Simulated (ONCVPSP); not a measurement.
**What one change does to a pseudopotential (iodine, ONCV)**

| Property | Result |
| --- | --- |
| Element | I (Z = 53) |
| Generator | ONCVPSP 4.0.1 |
| Type | optimised norm-conserving Vanderbilt (ONCV) |
| Functional | LDA (Perdew-Wang 92) |
| Relativity | scalar-relativistic |
| Frozen core | [Ar] 3d10 |
| Valence charge | 25 |
| Reference configuration | 4s2 4p6 4d10 5s2 5p5 |
| Partial waves | 4s+5s: rc 1.40 bohr, ncon 4, nbas 8, qcut 9.4 1/bohr, 2 projectors; 4p+5p: rc 1.55 bohr, ncon 4, nbas 7, qcut 8.2 1/bohr, 2 projectors; 4d: rc 1.05 bohr, ncon 3, nbas 7, qcut 13.2 1/bohr, 2 projectors, debl 3.1 Ha |
| Local potential | polynomial inside 0.75 bohr (lpopt 5, dvloc0 0 Ha) |
| Core correction | Teter function, fcfact 3.5, rcfact 1.4 |

All-electron outer shells of the reference configuration (LDA (PZ), scalar-relativistic, ld1.x):

| shell | level (eV) | outermost node (bohr) | outermost maximum (bohr) |
| --- | --- | --- | --- |
| 3p | -858.92 | 0.13 | 0.28 |
| 3d | -606.22 | – | 0.23 |
| 4s | -180.16 | 0.37 | 0.68 |
| 4p | -127.33 | 0.37 | 0.72 |
| 4d | -50.33 | 0.35 | 0.78 |
| 5s | -17.65 | 0.88 | 1.70 |
| 5p | -7.25 | 0.96 | 2.02 |

Change: s: nproj 3.

Cutoffs: the cutoffs (Ha) at which the residual kinetic energy of the hardest occupied pseudo-wave falls to 1 and 0.1 mHa per electron; they do not see the model core or the augmentation charge, which bear on the density cutoff. Errors are all-electron minus pseudo energies relative to the spin-unpolarised reference configuration.

**Question.** Predict the effect on cutoff, ghosts and configuration errors.

**Answer.** The potential gets neither clearly harder nor softer (58 Ha and 68 Ha → 58 Ha and 68 Ha); the errors of the 4 common tests hardly move; the range in which the s phases agree widens (upper end 2.2 → at the end of the scan); neither file shows a bound ghost.

```csv
quantity,base,changed
"cutoff, loose",58 Ha,58 Ha
"cutoff, tight",68 Ha,68 Ha
bound ghosts,none,none
GHOST(+) flags under 300 eV,s at 65.3 eV,none
"error for 4s2 4p6 4d10 5s2 5p4, meV [ΔE 11.30 eV]",-2.9,-3.0
"error for 4s2 4p6 4d10 5s2 5p3, meV [ΔE 31.36 eV]",-8.3,-8.5
"error for 4s2 4p6 4d10 5s2 5p2, meV [ΔE 60.97 eV]",-17,-17
"error for 4s2 4p5 4d10 5s2 5p5, meV [ΔE 136.18 eV]",-110,-116
s: phases at 1.42 bohr within 0.05 rad from the reference energy up to (Ha; the scan ends near 5),2.2,to the end of the scan
p: phases at 1.57 bohr within 0.05 rad from the reference energy up to (Ha; the scan ends near 5),to the end of the scan,to the end of the scan
d: phases at 1.07 bohr within 0.05 rad from the reference energy up to (Ha; the scan ends near 5),to the end of the scan,to the end of the scan
"rms error of d²Exc/dni dnj with the model core, mHa",0.62,0.62
```
